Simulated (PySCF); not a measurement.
Energy of Ir (iridium, neutral) between two integer charges

The 6s beta orbital of [Xe] 4f14 5d7 6s2 is emptied in steps (occupation f), with all orbitals relaxed, ending at [Xe] 4f14 5d7 6s1. All numbers are calculated (PySCF 2.14, a scalar-relativistic core potential, in def2-SVP with the def2 core potential (60 electrons)). The exact energy is a straight line in f; departures are measured from the line between the end points of the same method.

```tsv
f	BHandHLYP (eV)	wB97X (eV)	HSE06 (eV)
1	0.000	0.000	0.000
0.8	-0.259	-0.110	-0.432
0.6	-0.393	-0.172	-0.649
0.4	-0.397	-0.178	-0.654
0.2	-0.268	-0.116	-0.440
0	0.000	0.000	0.000
```

Q: For BHandHLYP, how does the orbital energy at f = 1 compare with the removal energy?

A: −ε = 6.964 eV against a total-energy difference of 8.573 eV. By Janak's theorem ε = ∂E/∂f, so the gap between them reflects the curvature. Along the path −ε is 7.589 (f = 0.8), 8.226 (f = 0.6), 8.881 (f = 0.4), 9.560 (f = 0.2) eV.

```
   method  E(f=0) − E(f=1) (eV)  −ε at f=1 (eV)  −ε at f=0.4 (eV)
BHandHLYP                 8.573           6.964             8.881
    wB97X                 9.156           8.503             9.287
    HSE06                 8.692           5.994             9.208
```

As f goes to zero the orbital energy of a semilocal functional can turn back, because the density of that orbital vanishes from the exchange-correlation potential.

Reference removal energy between the ground levels: 8.967 eV (measured; NIST Atomic Spectra Database, ionization energies). The calculation has no spin-orbit coupling.
